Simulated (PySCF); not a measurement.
## Correlation energy of Cu⁺ (copper, charge +1)

[Ar] 3d10, closed-shell 1S. Calculation: PySCF 2.14, in jorge-DZP-DKH (8s6p2d1f, 43 functions); the spin-free X2C one-electron Hamiltonian (Gaussian nucleus). Frozen: [Ar]; 10 electrons correlated.

Total MP2 correlation energy: -285.46 mhartree.

Same-spin part -107.09 and opposite-spin part -178.37 mhartree; SCS-MP2 scales them by 1/3 and 6/5 to -249.74 mhartree.

```tsv
level	correlation energy (mhartree)
CCSD	-254.54
(T)	-11.44
CCSD(T)	-265.98
```

Diagnostics: T1 = 0.0091, D1 = 0.0129, largest double amplitude 0.035.

Cost of the coupled-cluster step: 0.25 s of wall time on 1 thread of Neoverse-V2 (shared host), for 10 correlated electrons.

Iterations:

```
CC2 = 0
CCSD nocc = 5, nmo = 34
frozen orbitals [0, 1, 2, 3, 4, 5, 6, 7, 8]
max_cycle = 100
direct = 0
conv_tol = 1e-08
conv_tol_normt = 1e-06
diis_space = 8
diis_start_cycle = 0
Init t2, MP2 energy = -1653.0851594288  E_corr(MP2) -0.285456707397952
Init E_corr(CCSD) = -0.285456707414403
cycle = 1  E_corr(CCSD) = -0.243194308844572  dE = 0.0422623986  norm(t1,t2) = 0.0526799
cycle = 2  E_corr(CCSD) = -0.258514739020457  dE = -0.0153204302  norm(t1,t2) = 0.0248373
cycle = 3  E_corr(CCSD) = -0.254503476941706  dE = 0.00401126208  norm(t1,t2) = 0.0106776
cycle = 4  E_corr(CCSD) = -0.254509879703483  dE = -6.40276178e-06  norm(t1,t2) = 0.000270752
cycle = 5  E_corr(CCSD) = -0.25453677012474  dE = -2.68904213e-05  norm(t1,t2) = 5.22122e-05
cycle = 6  E_corr(CCSD) = -0.254537766469966  dE = -9.96345226e-07  norm(t1,t2) = 5.93472e-06
cycle = 7  E_corr(CCSD) = -0.254536730114843  dE = 1.03635512e-06  norm(t1,t2) = 2.28458e-06
cycle = 8  E_corr(CCSD) = -0.254536655083396  dE = 7.50314472e-08  norm(t1,t2) = 2.26703e-07
cycle = 9  E_corr(CCSD) = -0.254536671127186  dE = -1.604379e-08  norm(t1,t2) = 5.78807e-08
cycle = 10  E_corr(CCSD) = -0.25453668531936  dE = -1.41921742e-08  norm(t1,t2) = 2.08918e-08
cycle = 11  E_corr(CCSD) = -0.254536680828239  dE = 4.49112053e-09  norm(t1,t2) = 1.47497e-08
CCSD converged
E(CCSD) = -1653.054239402235  E_corr = -0.2545366808282393
CCSD(T) correction = -0.0114402490505275
```
